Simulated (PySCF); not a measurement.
Compound: C₉H₁₂.
Atom-mapped SMILES: `[CH:1]#[C:2][CH:3]=[C:4]1[CH2:5][CH2:6][CH2:7][CH2:8][CH2:9]1`

Probes without a nucleus sit at each ring's centroid and 1 Å off its mean plane on both sides; NICS is minus the shielding there, NICSzz its component along the normal. Level: GIAO PBE0/pcSseg-1 (PySCF, non-relativistic, gas phase) on the GFN2-xTB geometry, one conformer.

Ring bond lengths (Å), with Mayer bond orders in brackets: C4–C5 1.498 (1.04), C5–C6 1.532 (1.02), C6–C7 1.526 (1.04), C7–C8 1.525 (1.04), C8–C9 1.532 (1.02), C9–C4 1.498 (1.03).

Q: What do the NICS probes read (ppm)?

A: 
```csv
ring,type,NICS(0),"NICS(1), two faces","NICS(1)zz, two faces",rms pucker (Å),"centre to ring atoms, mean (Å)"
C4–C5–C6–C7–C8–C9,6-membered carbocycle; formal bonds all single,-1.9,-1.4 / -3.4,3.9 / 1.5,0.23,1.46
```

Q: What do they say, and how far can they be read as aromaticity?

A: 
- C4–C5–C6–C7–C8–C9: mean NICS(1)zz 2.7 ppm, near zero. C5, C6, C7, C8, C9 have four or more neighbours; no verdict on aromaticity is drawn.

Q: What are the shieldings of the ring atoms and their hydrogens in the same run (means over atoms taken as equivalent)?

A: 
| atoms | environment | σ isotropic (ppm) | principal values of the symmetric part, first atom (ppm) |
| --- | --- | --- | --- |
| C4 | fully substituted alkene carbon | 19.0 | -107.7, -0.6, 165.4 |
| C5 | allylic carbon | 150.8 | 140.7, 153.6, 158.1 |
| C6 | ring CH2 carbon | 154.6 | 150.4, 153.2, 160.2 |
| C7 | ring CH2 carbon | 156.0 | 152.2, 156.0, 159.9 |
| C8 | ring CH2 carbon | 153.6 | 149.8, 152.3, 158.7 |
| C9 | allylic carbon | 146.3 | 140.3, 142.2, 156.4 |
| H on C5 (×2) | methylene hydrogen | 29.12 | 23.4, 27.6, 34.2 |
| H on C6 (×2) | methylene hydrogen | 30.10 | 26.4, 29.3, 35.4 |
| H on C7 (×2) | methylene hydrogen | 30.13 | 25.1, 27.7, 36.9 |
| H on C8 (×2) | methylene hydrogen | 30.12 | 26.9, 28.8, 35.5 |
| H on C9 (×2) | methylene hydrogen | 29.51 | 26.6, 27.5, 34.6 |

Hardware: one thread, Arm Neoverse V1 (aarch64), shared host with 32 logical CPUs at a one-minute load of 10. Cost: 37 s of wall time, 0.93 GiB resident at most. This is the whole shielding run at PBE0/pcSseg-1, SCF included.
